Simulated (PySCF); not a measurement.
**Ionisation energy of Cd¹⁷⁺ by level of theory**

Cd¹⁷⁺ [Ar] 3d10 4s2 4p1 [4p1/2^1, M_J = 1/2] → Cd¹⁸⁺ [Ar] 3d10 4s2, as a difference of total energies. Calculation: PySCF 2.14, in an uncontracted even-tempered set (18 s from 0.94 bohr⁻², ratio 2.8; 13 p from 1.2 bohr⁻², ratio 2.8; 9 d from 2.2 bohr⁻², ratio 2.8; 4 f from 6.4 bohr⁻², ratio 3); the two-component X2C-1e Hamiltonian. Correlated levels: [Ne] frozen; the 86 highest virtual spinors dropped. "Screened" scales the spin-orbit matrix elements by Boettger's factors to mimic the two-electron term; Breit and QED terms are absent.

| method | ionisation energy (eV) |
| --- | --- |
| GHF (screened spin-orbit) | 448.25 |
| GMP2 (screened spin-orbit) | 448.97 |

Task: How much does correlation contribute at GMP2 (screened spin-orbit)?

Result: 448.97 − (448.25) = 0.72 eV, measured against GHF (screened spin-orbit).

Breit and QED terms and the two-electron picture change are absent.

For comparison: 452.6 ± 0.3 eV (semi-empirical (NIST evaluation); NIST Atomic Spectra Database, ionization energies).
